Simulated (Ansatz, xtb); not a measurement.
Two isomers of C5H5ClOS

Structure X is `OCc1csc(Cl)c1`, a singlet and structure Y is `COc1csc(Cl)c1`, a singlet. Both are isolated molecules in the gas phase, relaxed with r2SCAN-D4/def2-SVP; the shapes shown needn't be the lowest conformers.

X (Å):

```xyz
13

C     0.1004    1.1941   -0.3910
C     1.0853    1.2736    0.7470
C     1.0263    2.2458    1.7208
C     2.9299    0.7040    2.0409
C     2.1847    0.3794    0.9323
Cl    4.3215   -0.1123    2.6305
O    -1.0753    1.9293   -0.1546
S     2.3018    2.0903    2.8735
H    -1.4879    1.5569    0.6372
H    -0.1072    0.1274   -0.6205
H     0.5515    1.6228   -1.3031
H     0.3021    3.0566    1.7992
H     2.4191   -0.4689    0.2865
```

Y (Å):

```xyz
13

C    -0.0862    2.7891   -0.1882
C     1.2375    1.2923    1.0359
C     0.8851    0.1874    0.2837
C     2.4734   -0.3400    2.1128
C     2.1539    0.9935    2.0929
Cl    3.5323   -1.1305    3.2085
O     0.8170    2.5637    0.8724
S     1.6767   -1.2413    0.8647
H     0.3647    2.5212   -1.1612
H    -0.3238    3.8602   -0.1802
H    -1.0158    2.2066   -0.0525
H     0.2146    0.1206   -0.5705
H     2.5435    1.7364    2.7886
```

Problem. Which of the two would you expect CCSD(T)/def2-SVP + ΔMP2/def2-TZVPP electronic energies to favour?

Solution. Structure X; the calculation gives E(Y) − E(X) = +0.340 eV.

Level by level:

```json
{"level": "GFN2-xTB", "geometry": "GFN2-xTB", "E(Y) − E(X) (eV)": "−0.140", "departure from the last row (eV)": "−0.480", "job, with rough time for the two": "optimisation, 0.15 s"}
{"level": "HF/STO-3G", "geometry": "GFN2-xTB", "E(Y) − E(X) (eV)": "−0.246", "departure from the last row (eV)": "−0.586", "job, with rough time for the two": "single point, 0.44 s"}
{"level": "r2SCAN-D4/def2-SVP//GFN2-xTB", "geometry": "GFN2-xTB", "E(Y) − E(X) (eV)": "+0.139", "departure from the last row (eV)": "−0.202", "job, with rough time for the two": "single point, 4.2 s"}
{"level": "r2SCAN-D4/def2-SVP", "geometry": "r2SCAN-D4/def2-SVP", "E(Y) − E(X) (eV)": "+0.209", "departure from the last row (eV)": "−0.131", "job, with rough time for the two": "optimisation, 51 s"}
{"level": "HF/def2-SVP", "geometry": "r2SCAN-D4/def2-SVP", "E(Y) − E(X) (eV)": "+0.266", "departure from the last row (eV)": "−0.074", "job, with rough time for the two": "part of the CCSD(T) run"}
{"level": "MP2/def2-SVP", "geometry": "r2SCAN-D4/def2-SVP", "E(Y) − E(X) (eV)": "+0.354", "departure from the last row (eV)": "+0.014", "job, with rough time for the two": "part of the CCSD(T) run"}
{"level": "CCSD(T)/def2-SVP", "geometry": "r2SCAN-D4/def2-SVP", "E(Y) − E(X) (eV)": "+0.311", "departure from the last row (eV)": "−0.029", "job, with rough time for the two": "single point"}
{"level": "CCSD(T)/def2-SVP + ΔMP2/def2-TZVPP", "geometry": "r2SCAN-D4/def2-SVP", "E(Y) − E(X) (eV)": "+0.340", "departure from the last row (eV)": "", "job, with rough time for the two": "single point, 83 s"}
```

As drawn, Y has 1 C–O, 1 C–H in place of 1 C–C, 1 O–H.

GFN2-xTB, HF/STO-3G put the two in the other order. The largest departure from CCSD(T)/def2-SVP + ΔMP2/def2-TZVPP is that of HF/STO-3G, 0.586 eV. The last row adds to CCSD(T) the change of the MP2 difference between the two basis sets, here +0.029 eV.

With thermal terms from frequencies at re-optimised GFN2-xTB minima (ideal gas, soft modes damped towards free rotors, one conformer each, 298.15 K, 1 atm): the zero-point term adds −0.001 eV; ΔH is +0.338 and ΔG +0.346 eV.

The correlated steps freeze 16 core orbitals. Programs: Ansatz 0.2.0, xtb 6.7.1; the last row on 4 threads of Arm Neoverse V1 on a shared host.
